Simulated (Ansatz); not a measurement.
A made-up structure of AlBH$_{3}$Br, closed shell:

```
6
angstrom
Al -0.7928 0.4530 -0.5558
B 0.6581 -0.2862 0.7982
Br 1.9391 -1.4714 -0.0052
H 2.7898 -2.4859 -0.7313
H -0.5128 1.7798 -1.3857
H 0.8417 -0.1144 1.9654
```

It is relaxed with PBE-D4/def2-SVP and then PBE0-D4/def2-TZVP (Ansatz 0.2.0). Atoms count as bonded within 1.22 times the sum of their covalent radii (H–H: 0.88 Å). The end point is not checked to be a true minimum.

Question: Does its bonding change? (A judgement: the text doesn't fix the answer.)

Answer: The calculation gives: No: no bond forms or breaks.

Where it ends: The first stage lowers the energy by 1.51 eV in 10 steps. It ends as AlBH₃Br ([AlH][BH][BrH]):
Al1  (-0.439, 0.530, -0.503)
B2  (0.788, -0.180, 0.864)
Br3  (2.310, -1.007, -0.209)
H4  (2.290, -2.496, -0.445)
H5  (-0.792, 1.626, -1.599)
H6  (0.765, -0.597, 1.977)
(Å)

Labels in which every atom is bracketed show which atoms are joined, not bond orders.

For scale, one of the runs: PBE0-D4/def2-TZVP relaxation, 134 basis functions, launched by `ansatz run in.yaml --threads 2 --pin off --events-out ev --progress --plain --max-ram 4352MiB`. The run took about 37 s on 2 CPU threads of an Arm Neoverse V1 (shared host).
